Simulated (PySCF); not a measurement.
## How the method changes the constants of TaC⁻

State: ³Δ (triplet), unpaired electrons σ ↑, δ ↑. Set-up: Ta def2-TZVPPD with ECP60, C def2-TZVPPD; scalar-relativistic core potentials (PySCF 2.14). De refers to Ta (5d3 6s2) + C⁻ in their high-spin ground configurations, without counterpoise correction. The functionals are run spin-unrestricted. A positive dipole points towards C; it is taken about the centre of mass and depends on that origin. Levels whose curve was spin-contaminated or gave no clean fit are not listed.

| Level | Re (Å) | ωe (cm⁻¹) | De (eV) | μ (D) | CPU s a point (SCF and correlation, without the integrals) |
| --- | --- | --- | --- | --- | --- |
| ROHF | 1.793 | 982 | n/a | -2.24 | 1.6 |
| ROHF-MP2 | 1.819 | 901 | n/a | n/a | 3 |
| ROHF-SCS-MP2 | 1.822 | 896 | n/a | n/a | n/a |
| ROHF-CCSD | 1.819 | 926 | n/a | n/a | n/a |
| ROHF-CCSD(T) | 1.838 | 882 | n/a | n/a | 190 |
| PBE | 1.820 | 895 | n/a | -3.66 | 2.2 |
| BP86 | 1.824 | 888 | n/a | -3.69 | 1.4 |
| TPSS | 1.824 | 896 | n/a | -3.31 | 3.6 |
| TPSSh | 1.817 | 915 | n/a | -2.98 | 5.1 |
| PBE0 | 1.805 | 946 | n/a | -2.80 | 4.7 |
| BHandHLYP | 1.799 | 967 | n/a | -2.61 | 3 |
| ωB97X | 1.795 | 968 | n/a | -2.73 | 5.3 |

(1) What does a quarter of exact exchange do here, going from PBE to PBE0?

(2) What does the triples do here, going from ROHF-CCSD to ROHF-CCSD(T)?

(3) What does all correlation do here, going from ROHF to ROHF-CCSD(T)?

Correlated steps freeze 1 core orbital. De is left out where the level can put another filling of the metal’s s and d shells below the measured ground configuration, by anything from nothing to about 1 eV. These are scalar-relativistic numbers at best; spin–orbit coupling would shift them, the dissociation energy most. The highest Kohn–Sham level is positive in this anion. Much of that is self-interaction error, but it also means that the finite basis helps to hold the extra electron. The CCSD T1 diagnostic is raised, a sign that a single reference may not be enough here. UHF is strongly spin-contaminated for TaC⁻, so the ROHF reference used there is far from stable. With d or f electrons several states lie close, and the lowest PBE0 determinant need not be the measured ground state.

The whole job (state search and all levels along the bond) took about 21 min on 2 threads of Arm Neoverse V1 (shared host), peak memory 4.2 GiB.

Results:

(1) PBE0 less PBE: -1.5 pm in Re, +5.7 % in ωe. Exact exchange removes part of the self-interaction that spreads semilocal densities, and in most molecules shortens and stiffens the bond and lowers De; so it does here.

(2) ROHF-CCSD(T) less ROHF-CCSD: +1.9 pm in Re, -4.8 % in ωe. Correlation nearly always deepens the well. The bond lengthens, as in strong covalent bonds, where excitations into antibonding orbitals dominate.

(3) ROHF-CCSD(T) less ROHF: +4.5 pm in Re, -10.2 % in ωe. Correlation nearly always deepens the well. The bond lengthens, as in strong covalent bonds, where excitations into antibonding orbitals dominate.
